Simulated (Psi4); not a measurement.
Cl (SMILES [Cl-]), charge -1, singlet (a gas-phase anion, which may not be bound at this level); WB97X/6-31G** run with Psi4 1.11.

Here is a job for Psi4.
```
memory 2 GB

molecule {
-1 1
  Cl    0.00000000    0.00000000    0.00000000
}

set basis 6-31g**

energy('wb97x')
print_variables()
```

The log (banner, timings and long lists left out):

```
   => Loading Basis Set <=

    Name: 6-31G**
    Role: ORBITAL
    Keyword: BASIS

         ---------------------------------------------------------
                                   SCF
               by Justin Turney, Rob Parrish, Andy Simmonett
                          and Daniel G. A. Smith
                              RKS Reference
         ---------------------------------------------------------

  ==> Geometry <==

    Molecular point group: d2h
    Geometry (in Angstrom), charge = -1, multiplicity = 1:

       Center              X                  Y                   Z               Mass
    ------------   -----------------  -----------------  -----------------  -----------------
         CL           0.000000000000     0.000000000000     0.000000000000    34.968852682000

  Running in d2h symmetry.

  Rotational constants: A = ************  B = ************  C = ************ [cm^-1]
  Rotational constants: A = ************  B = ************  C = ************ [MHz]
  Nuclear repulsion =    0.000000000000000

  Charge       = -1
  Multiplicity = 1
  Electrons    = 18
  Nalpha       = 9
  Nbeta        = 9

  ==> Algorithm <==

  SCF Algorithm Type is DF.
  DIIS enabled.
  MOM disabled.
  Fractional occupation disabled.
  Guess Type is CORE.
  Energy threshold   = 1.00e-06
  Density threshold  = 1.00e-06
  Integral threshold = 1.00e-12

  ==> Primary Basis <==

  Basis Set: 6-31G**
    Blend: 6-31G**
    Number of shells: 8
    Number of basis functions: 19
    Number of Cartesian functions: 19
    Spherical Harmonics?: false
    Max angular momentum: 2

  ==> DFT Potential <==

   => LibXC <=

    Version 7.1.2
    S. Lehtola, C. Steigemann, M. J. T. Oliveira, and M. A. L. Marques,  SoftwareX 7, 1–5 (2018) (10.1016/j.softx.2017.11.002)

   => Composite Functional: WB97X <=

    wB97X Hyb-GGA Exchange-Correlation Functional

    J.-D. Chai and M. Head-Gordon,  J. Chem. Phys. 128, 084106 (2008) (10.1063/1.2834918)

    Deriv               =              1
    GGA                 =           TRUE
    Meta                =          FALSE

    Exchange Hybrid     =           TRUE
    MP2 Hybrid          =          FALSE

   => Exchange-Correlation Functionals <=

    1.0000   wB97X range-separated functional

   => Exact (HF) Exchange <=

    0.8423            HF,LR [omega = 0.3000]
    0.1577               HF

   => LibXC Density Thresholds  <==

    XC_HYB_GGA_XC_WB97X:  1.00E-14

   => Molecular Quadrature <=

[...]
   @DF-RKS iter   6:  -460.23409796260154   -3.43335e-03   5.79661e-04 DIIS/ADIIS
   @DF-RKS iter   7:  -460.23410958066029   -1.16181e-05   1.63554e-05 DIIS
   @DF-RKS iter   8:  -460.23410959123737   -1.05771e-08   6.11754e-07 DIIS
  Energy and wave function converged.

  ==> Post-Iterations <==

   Electrons on quadrature grid:
      Ntotal   =   17.9999999614 ; deviation = -3.864e-08

    Orbital Energies [Eh]
    ---------------------

    Doubly Occupied:

[...]
    Virtual:

[...]
       7Ag     4.680987

    Final Occupation by Irrep:
             Ag   B1g   B2g   B3g    Au   B1u   B2u   B3u
    DOCC [     3,    0,    0,    0,    0,    2,    2,    2 ]
    NA   [     3,    0,    0,    0,    0,    2,    2,    2 ]
    NB   [     3,    0,    0,    0,    0,    2,    2,    2 ]

  @DF-RKS Final Energy:  -460.23410959123737

   => Energetics <=

    Nuclear Repulsion Energy =              0.0000000000000000
    One-Electron Energy =                -641.6967185939871570
    Two-Electron Energy =                 203.1492194710263561
    DFT Exchange-Correlation Energy =     -21.6866104682765730
    Empirical Dispersion Energy =           0.0000000000000000
    VV10 Nonlocal Energy =                  0.0000000000000000
    Total Energy =                       -460.2341095912373703

Computation Completed

Properties will be evaluated at   0.000000,   0.000000,   0.000000 [a0]

Properties computed using the SCF density matrix

 Multipole Moments:

 ------------------------------------------------------------------------------------
     Multipole            Electronic (a.u.)      Nuclear  (a.u.)        Total (a.u.)
 ------------------------------------------------------------------------------------

 L = 1.  Multiply by 2.5417464519 to convert [e a0] to [Debye]
 Dipole X            :          0.0000000            0.0000000            0.0000000
 Dipole Y            :          0.0000000            0.0000000            0.0000000
 Dipole Z            :          0.0000000            0.0000000            0.0000000
 Magnitude           :                                                    0.0000000

 ------------------------------------------------------------------------------------

  Variable Map:
  ----------------------------------------------------------------------------
[...]
  Array Variable Map:
  ----------------------------------------------------------------------------
[...]
[...]
```
